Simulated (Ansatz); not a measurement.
Sn(OEt)Me3 (C5H14OSn). Total charge 0; singlet. Geometry PBE-D4/def2-SVP, basis def2-TZVP, Ansatz.

```tsv
run	HOMO (eV)	LUMO (eV)
A	-9.65	2.31
B	-5.42	-0.68
C	-5.72	-0.26
D	-6.92	0.19
E	-7.13	0.49
```

In the def2 sets Sn takes a core potential; there is no spin–orbit coupling. LC-ωPBE has ω = 0.4 bohr⁻¹.

**Question.** The runs used LC-ωPBE, PBE, PBE0, r2SCAN, r2SCAN0. Estimate which is which.

**Answer.** A LC-ωPBE (range-separated); B PBE (0 % exact exchange); C r2SCAN (0 % exact exchange); D PBE0 (25 % exact exchange); E r2SCAN0 (25 % exact exchange). Exact exchange lowers occupied and raises empty levels; among semilocal functionals meta-GGAs tend to open the gap a little, and such runs are hard to tell apart. The gap grows from 4.73 eV (PBE) to 11.96 eV (LC-ωPBE).
